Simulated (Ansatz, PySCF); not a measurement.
The pair A = HF (SMILES F) (first 2 atoms), B = AsH3 (SMILES [AsH3]); geometry from B3LYP-D3(BJ)/def2-TZVP.
(charge 0, multiplicity 1):
```xyz
6

F      0.3919    -0.7698    -0.4188
H      0.3315    -0.4354     0.4541
As     0.1790     0.4219     2.6851
H      1.3557     1.0807     3.3815
H     -0.1715    -0.4591     3.8703
H     -0.8016     1.5157     3.0668
```

Cores are frozen in the correlated methods. Filled d and f shells under p-block atoms count as core. CBS(a, b) extrapolates the correlation energy as X⁻³ and adds the Hartree–Fock energy of set b. MP2 and its Hartree–Fock in aug-cc-pVQZ are density fitted.

The values were computed with Ansatz (Gaussian basis) for Hartree–Fock, density functionals and correlated methods; PySCF for the dispersion terms. 

The monomers are drawn apart, rigid, along the line of their centres of mass. Counterpoise-corrected interaction energies (kcal/mol):

| level | R = 4.274 Å | R = 5.232 Å |
|---|---|---|
| PBE/def2-TZVPPD | -2.2166 | -0.7880 |
| PBE-D3(BJ)/def2-TZVPPD | -2.4784 | -0.8826 |
| wB97M-V/def2-TZVPPD | -2.1544 | -0.8107 |
| MP2/CBS(aug-cc-pVTZ, aug-cc-pVQZ) + ΔCCSD(T)/aug-cc-pVTZ | -2.1842 | -0.8303 |

### Question
R is the distance of the centres of mass. Find the local exponent m of E ∝ R⁻ᵐ between the two points.

### Answer

m = ln(E₁/E₂)/ln(R₂/R₁): PBE/def2-TZVPPD 5.1; PBE-D3(BJ)/def2-TZVPPD 5.1; wB97M-V/def2-TZVPPD 4.8; MP2/CBS(aug-cc-pVTZ, aug-cc-pVQZ) + ΔCCSD(T)/aug-cc-pVTZ 4.8. For scale, two fixed dipoles give m = 3, dipole and quadrupole 4, quadrupoles 5, and dispersion or dipole-induced dipole 6 at long range; at these distances several terms mix, and what is left of overlap and damping shifts m, so it need not match one of them.

Ansatz is a quantum-chemistry and plane-wave program.
